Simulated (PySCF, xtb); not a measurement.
Cd(Br)(SMe) (CH₃BrCdS), SMILES C[S][Cd][Br]. The values are those of a single conformer.

Harmonic wavenumbers (cm⁻¹) from GFN2-xTB (xtb) at its own minimum, in rising order: 42, 68, 150, 164, 184, 276, 711, 938, 942, 1311, 1426, 1445, 2957, 2967, 3046.

### Question
What does PySCF with PBE-D3(BJ)/def2-SVP give at its own minimum? (The exact figures need the calculation; the answer reports its results.)

### Answer
56, 70, 131, 161, 236, 362, 684, 922, 933, 1284, 1400, 1406, 2982, 3086, 3091. Paired by order, the mean absolute difference is 34 cm⁻¹ and the zero-point energies are 23.8 and 24.0 kcal/mol.
